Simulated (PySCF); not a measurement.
Method: PBE-D3(BJ)/def2-TZVP // M06-2X/def2-TZVP (PySCF). Isolated molecules, 0 K electronic values unless said otherwise. 

Reference species (SMILES): `[CH3][In]([CH3])[CH3]` (neutral, multiplicity 1).

The HOMO–LUMO gap is 4.25 eV and the LUMO comes out as -1.61 eV. The HOMO comes out as -5.86 eV.

After one change: the HOMO–LUMO gap rises by 0.09 eV; the LUMO decreases by 1.04 eV; the HOMO falls by 1.13 eV.

Task: What was changed between the two runs? The new species is one of these.
A. `[CH3][InH2]`
B. `[CH3][InH][CH3]`
C. `[InH3]`

Result: C, `[InH3]`
